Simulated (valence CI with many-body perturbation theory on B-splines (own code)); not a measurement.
# Ho XVIII: calculated level list

Computed by valence CI with perturbative core correlation (CI+MBPT): four valence electrons over a frozen Dirac-Fock core [Kr] 4d10, radial functions for each j: 7 s, 7 p, 7 d, 7 f, 4 g, 2 h, with the one-electron correlation potential Σ1, the two-electron term Σ2, the three-electron term Σ3, Breit, model QED; selected CI, second order for the rest, scaled by the run's own slope (own B-spline code, finite nucleus).

No measured spectrum was set against this ion. As an estimate, terms of the open shell hold to a few per cent of their energy, and close levels can change places.

Levels 91 to 135 of 199, with energies above the lowest level, 4f⁴ ⁵I_4. "Leading %" is the weight of the configuration and term that name the level; weights of strongly mixed levels are sums over their largest components and can fall short. In the jj column 3d3/2^4 stands for four electrons in 3d with j = 3/2.

| No. | Configuration | Term | J | E (eV) | Leading % | g | Second component | Leading jj |
| --- | --- | --- | --- | --- | --- | --- | --- | --- |
| 91 | 4f⁴ | ³D | 1 | 16.076 | 96 | 0.538 |  | 4f5/2 4f7/2^3 (57 %) |
| 92 | 4f⁴ | ³D | 2 | 16.291 | 46 | 1.109 | 29 % 4f⁴ ¹D | 4f5/2^2 4f7/2^2 (43 %) |
| 93 | 4f⁴ | ¹H | 5 | 17.359 | 77 | 1.008 | 18 % 4f⁴ ³H | 4f5/2 4f7/2^3 (37 %) |
| 94 | 4f⁴ | ¹S | 0 | 17.572 | 85 |  | 15 % 4f⁴ ³P | 4f5/2 4f7/2^3 (53 %) |
| 95 | 4f⁴ | ³F | 4 | 18.171 | 95 | 1.238 |  | 4f5/2^2 4f7/2^2 (53 %) |
| 96 | 4f⁴ | ³F | 2 | 18.350 | 88 | 0.720 | 7 % 4f⁴ ³D | 4f5/2^2 4f7/2^2 (49 %) |
| 97 | 4f⁴ | ³F | 3 | 18.428 | 90 | 1.089 | 6 % 4f⁴ ³D | 4f5/2 4f7/2^3 (86 %) |
| 98 | 4f⁴ | ³H | 6 | 18.767 | 60 | 1.098 | 40 % 4f⁴ ¹I | 4f5/2^2 4f7/2^2 (80 %) |
| 99 | 4f⁴ | ³P | 2 | 19.011 | 95 | 1.476 |  | 4f5/2^2 4f7/2^2 (52 %) |
| 100 | 4f⁴ | ³H | 4 | 19.015 | 97 | 0.804 |  | 4f5/2^2 4f7/2^2 (62 %) |
| 101 | 4f⁴ | ³H | 5 | 19.510 | 79 | 1.025 | 20 % 4f⁴ ¹H | 4f5/2 4f7/2^3 (91 %) |
| 102 | 4f⁴ | ¹I | 6 | 19.527 | 58 | 1.065 | 40 % 4f⁴ ³H | 4f5/2 4f7/2^3 (76 %) |
| 103 | 4f⁴ | ³P | 1 | 20.097 | 98 | 1.487 |  | 4f5/2 4f7/2^3 (84 %) |
| 104 | 4f⁴ | ³P | 0 | 20.783 | 92 |  | 7 % 4f⁴ ¹S | 4f7/2^4 (61 %) |
| 105 | 4f³5s | ⁵I° | 4 | 21.173 | 93 | 0.612 | 7 % 4f³5s ³H° | 4f5/2^3 5s (69 %) |
| 106 | 4f³5s | ⁵I° | 5 | 21.698 | 88 | 0.902 | 6 % 4f³5s ³I° | 4f5/2^2 4f7/2 5s (51 %) |
| 107 | 4f⁴ | ¹G | 4 | 22.376 | 98 | 0.998 |  | 4f5/2^2 4f7/2^2 (56 %) |
| 108 | 4f³5s | ⁵I° | 6 | 22.431 | 93 | 1.069 | 4 % 4f³5s ³I° | 4f5/2^2 4f7/2 5s (75 %) |
| 109 | 4f³5s | ⁵I° | 7 | 23.213 | 96 | 1.174 |  | 4f5/2 4f7/2^2 5s (73 %) |
| 110 | 4f³5s | ³I° | 5 | 23.517 | 81 | 0.857 | 8 % 4f³5s ⁵I° | 4f5/2^2 4f7/2 5s (55 %) |
| 111 | 4f³5s | ⁵I° | 8 | 24.001 | 95 | 1.243 | 4 % 4f³5s ³K° | 4f5/2 4f7/2^2 5s (46 %) |
| 112 | 4f³5s | ⁵F° | 1 | 24.365 | 88 | 0.064 | 11 % 4f³5s ³D° | 4f5/2^3 5s (52 %) |
| 113 | 4f³5s | ⁵F° | 2 | 24.641 | 85 | 1.025 | 9 % 4f³5s ³D° | 4f5/2^2 4f7/2 5s (47 %) |
| 114 | 4f³5s | ³I° | 6 | 24.732 | 89 | 1.023 | 4 % 4f³5s ⁵I° | 4f5/2 4f7/2^2 5s (53 %) |
| 115 | 4f³5s | ⁵F° | 3 | 25.077 | 92 | 1.237 |  | 4f5/2^2 4f7/2 5s (71 %) |
| 116 | 4f³5s | ³H° | 4 | 25.156 | 44 | 0.995 | 24 % 4f³5s ⁵F° | 4f5/2^2 4f7/2 5s (64 %) |
| 117 | 4f³5s | ³G° | 5 | 25.205 | 29 | 1.176 | 28 % 4f³5s ⁵F° | 4f5/2^2 4f7/2 5s (76 %) |
| 118 | 4f³5s | ⁵S° | 2 | 25.314 | 84 | 1.900 | 11 % 4f³5s ³P° | 4f5/2^2 4f7/2 5s (62 %) |
| 119 | 4f³5s | ⁵F° | 4 | 25.587 | 64 | 1.174 | 25 % 4f³5s ³H° | 4f5/2 4f7/2^2 5s (47 %) |
| 120 | 4f³5s | ³I° | 7 | 25.817 | 90 | 1.130 | 4 % 4f³5s ¹K° | 4f5/2 4f7/2^2 5s (52 %) |
| 121 | 4f³5s | ⁵G° | 2 | 25.933 | 94 | 0.353 |  | 4f5/2^3 5s (47 %) |
| 122 | 4f³5s | ⁵G° | 3 | 26.122 | 72 | 0.886 | 22 % 4f³5s ³G° | 4f5/2^2 4f7/2 5s (74 %) |
| 123 | 4f³5s | ⁵F° | 5 | 26.189 | 56 | 1.241 | 34 % 4f³5s ³H° | 4f5/2 4f7/2^2 5s (84 %) |
| 124 | 4f³5s | ³F° | 2 | 26.480 | 74 | 0.782 | 11 % 4f³5s ¹D° | 4f5/2^2 4f7/2 5s (58 %) |
| 125 | 4f³5s | ⁵G° | 4 | 26.632 | 72 | 1.113 | 10 % 4f³5s ³G° | 4f5/2^2 4f7/2 5s (73 %) |
| 126 | 4f³5s | ³H° | 6 | 26.648 | 76 | 1.189 | 19 % 4f³5s ⁵G° | 4f5/2 4f7/2^2 5s (76 %) |
| 127 | 4f³5s | ³G° | 3 | 26.685 | 50 | 0.882 | 24 % 4f³5s ³F° | 4f5/2^2 4f7/2 5s (77 %) |
| 128 | 4f³5s | ³S° | 1 | 26.909 | 52 | 1.526 | 18 % 4f³5s ³P° | 4f5/2^2 4f7/2 5s (69 %) |
| 129 | 4f³5s | ³K° | 6 | 27.180 | 94 | 0.865 |  | 4f5/2^2 4f7/2 5s (60 %) |
| 130 | 4f³5s | ¹H° | 5 | 27.392 | 52 | 1.099 | 33 % 4f³5s ⁵G° | 4f5/2 4f7/2^2 5s (77 %) |
| 131 | 4f³5s | ³K° | 7 | 27.400 | 79 | 1.019 | 14 % 4f³5s ¹K° | 4f5/2^2 4f7/2 5s (66 %) |
| 132 | 4f³5s | ⁵G° | 5 | 27.417 | 52 | 1.172 | 26 % 4f³5s ³H° | 4f5/2 4f7/2^2 5s (67 %) |
| 133 | 4f³5s | ³G° | 4 | 27.477 | 47 | 1.105 | 28 % 4f³5s ³F° | 4f5/2 4f7/2^2 5s (78 %) |
| 134 | 4f³5s | ¹G° | 4 | 27.531 | 39 | 1.100 | 32 % 4f³5s ³F° | 4f5/2 4f7/2^2 5s (58 %) |
| 135 | 4f³5s | ³F° | 3 | 27.549 | 57 | 0.998 | 31 % 4f³5s ³G° | 4f5/2 4f7/2^2 5s (66 %) |

Names give the largest LS component (configuration and term), which can be under half, so a name can repeat, a term be missing and a line seem to break the LS rules; names also repeat where a configuration has a term twice.

Where two levels of one J and parity lie close, their mixing, g and order are uncertain.
